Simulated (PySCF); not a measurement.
# Peak assignment

Cartesian coordinates in Å; atom numbers follow the order of the lines, from 1:
```xyz
16

F    -1.987   -0.520   -2.128
Si   -2.056    0.145   -0.653
O    -0.959    1.336   -0.681
Si    0.543    1.938   -0.910
Si    1.946    0.602    0.356
Si    1.056   -1.519    0.804
Si   -1.286   -1.431    0.832
H    -3.332    0.844   -0.675
H     0.371    3.337   -0.509
H     0.790    1.901   -2.354
H     2.256    1.266    1.638
H     3.270    0.514   -0.285
H     1.495   -2.470   -0.235
H     1.592   -2.123    2.039
H    -1.939   -2.724    0.565
H    -1.766   -1.086    2.184
```

Level of theory: σ from GIAO-PBE0/pcSseg-1, GFN2-xTB geometry, in PySCF (isolated molecule, non-relativistic Hamiltonian, a single conformation).

Scale: ¹H (σ = 31.72 ppm) vs TMS (reference shieldings calculated alike).

Assign these signals to the numbered atoms. ¹H NMR (400 MHz, computed): δ 5.88 (m, 1H), 5.80 (m, 1H), 5.66 (m, 1H), 3.93 (m, 1H), 3.85 (m, 1H), 3.52 (m, 1H), 3.29 (m, 1H), 3.28 (m, 1H), 3.25 (m, 1H).

Answers


5.88 → H10, hydrogen on a silicon bonded to O, Si, in a 6-membered ring
5.80 → H9, hydrogen on a silicon bonded to O, Si, in a 6-membered ring
5.66 → H8, hydrogen on a silicon bonded to F, O, Si, in a 6-membered ring
3.93 → H13, hydrogen on a silicon bonded to 2 Si, in a 6-membered ring
3.85 → H14, hydrogen on a silicon bonded to 2 Si, in a 6-membered ring
3.52 → H11, hydrogen on a silicon bonded to 2 Si, in a 6-membered ring
3.29 → H12, hydrogen on a silicon bonded to 2 Si, in a 6-membered ring
3.28 → H15, hydrogen on a silicon bonded to 2 Si, in a 6-membered ring
3.25 → H16, hydrogen on a silicon bonded to 2 Si, in a 6-membered ring

H10 and H9; H13 and H14; H12 and H15; H15 and H16 lie closer than the usual error of such a calculation, so a measured spectrum could show them in the other order.

No couplings were computed; multiplicities are counted from neighbouring protons, with m where these are inequivalent, close in shift, in a saturated or five-membered ring or joined by F or P, and br s for small geminal =CH2 splittings.
